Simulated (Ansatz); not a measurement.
Reaction (hydrogenolysis of a C–B bond): `B[CH2][SnH2][CH3]` + H₂ → `[CH3][SnH2][CH3]` + BH₃

Gas-phase electronic energies from Ansatz, PBE0-D4/def2-TZVP geometries. CBS: MP2 limit from def2 TZ/QZ plus the TZ coupled-cluster correction, frozen cores. This one scheme is used for every species. Functionals use def2-TZVPP. Elements past krypton have def2 core potentials. For Sn outer-core shells are correlated without core-valence functions, which leaves a few kJ/mol of doubt a bond. Each species was taken in one conformer, which may not be the lowest.

`B[CH2][SnH2][CH3]`:

```xyz
13

B    -0.710    0.858    1.822
C     0.662    0.591    1.252
Sn   -0.059   -0.938   -0.176
C     0.205   -0.132   -2.136
H    -1.449    1.640    1.288
H    -1.120    0.227    2.756
H     1.119    1.328    0.590
H     1.401    0.062    1.854
H    -1.700   -1.342    0.085
H     0.902   -2.327    0.086
H     1.258    0.094   -2.305
H    -0.133   -0.846   -2.887
H    -0.377    0.785   -2.230
```

H₂:

Cartesian coordinates in Å:
```
H -0.156 0.112 -0.320
H 0.156 -0.112 0.320
```

`[CH3][SnH2][CH3]`:

Z-matrix (Å, degrees):
```
C
Sn 1 2.142
H 1 1.091 2 110.0
H 1 1.090 2 110.4 3 120.1
H 1 1.090 2 110.0 3 -119.9
C 2 2.142 1 109.9 3 59.9
H 2 1.714 1 109.6 3 -179.6
H 2 1.715 1 109.6 3 -60.7
H 6 1.091 2 110.0 1 60.1
H 6 1.091 2 110.0 1 -59.8
H 6 1.090 2 110.4 1 -179.8
```

BH₃:

Z-matrix (Å, degrees):
```
B
H 1 1.193
H 1 1.193 2 120.0
H 1 1.193 2 120.0 3 180.0
```

(1) Is it downhill or uphill in electronic energy at CCSD(T)/CBS, and by how much? (Estimate.)

(2) What do these levels give: PBE-D4, ωB97X-V, PBE, MP2/def2-QZVPP, HF/CBS(def2), MP2/CBS(def2)? (An estimate is asked.)

Largest T1 diagnostic among the species: 0.012.

## Answers

(1) Computed: Uphill: ΔE = +26.1 kJ/mol.

(2) Computed: PBE-D4 37.2, ωB97X-V 17.8, PBE 31.7, MP2/def2-QZVPP 31.3, HF/CBS(def2) -16.0, MP2/CBS(def2) 32.8 kJ/mol.

The D4 term adds +8.9 kJ/mol with B3LYP and +4.8 kJ/mol with PBE0; it sums over pairs of atoms, weighted by their polarisabilities, and B3LYP, whose exchange is more repulsive, gets the larger term. In def2-TZVPP, CCSD(T) changes the Hartree–Fock value by +38.6 kJ/mol (the triples alone add +7.4 kJ/mol) and MP2 by +45.3 kJ/mol. From PBE to PBE0 (25 % exact exchange), in def2-TZVPP and without D4, ΔE moves by −7.5 kJ/mol.

B3LYP here is the variant with VWN-RPA as its local correlation; programs differ in this.
